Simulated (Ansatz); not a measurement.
Stepwise reaction of `[CH3][Sn][CH3]` with hydrogen chloride, as a gas-phase model of exchange steps in deposition or etching. ΔE in kJ/mol; ΔG adds harmonic PBE0-D4 terms to CCSD(T)/CBS, at 1 bar.

Program: Ansatz. Geometries: PBE0-D4/def2-TZVP. ΔE: electronic, gas phase. CBS: MP2 limit from def2 TZ/QZ plus the TZ coupled-cluster correction, frozen cores. This one scheme is used for every species. DFT in def2-TZVPP. B3LYP here is the variant with VWN-RPA as its local correlation; programs differ in this. def2 core potentials past Kr. For Sn outer-core shells are correlated without core-valence functions, which leaves a few kJ/mol of doubt a bond.

| step | reaction | PBE-D4 | B3LYP-D4 | ωB97M-V | CCSD(T)/CBS | ΔG(600 K) |
| --- | --- | --- | --- | --- | --- | --- |
| 1 | `[CH3][Sn][CH3]` + HCl → `[CH3][Sn][Cl]` + CH₄ | -176.3 | -182.3 | -175.1 | -172.4 | -151.9 |
| 2 | `[CH3][Sn][Cl]` + HCl → `[Cl][Sn][Cl]` + CH₄ | -171.8 | -176.5 | -167.5 | -165.6 | -144.2 |

(1) By hand: ΔE of the 2 steps together at CCSD(T)/CBS.

Results:

(1) (-172.4) + (-165.6) = -338.0 kJ/mol, or -169.0 kJ/mol a step.

In ΔE each step is higher than the one before. All are downhill at CCSD(T)/CBS. ΔG lies between -151.9 and -144.2 kJ/mol a step. PBE-D4 differs from CCSD(T)/CBS by -6.2 to -3.9 kJ/mol a step. Isolated molecules leave out the surface, adducts and barriers. Largest T1 diagnostic: 0.014.
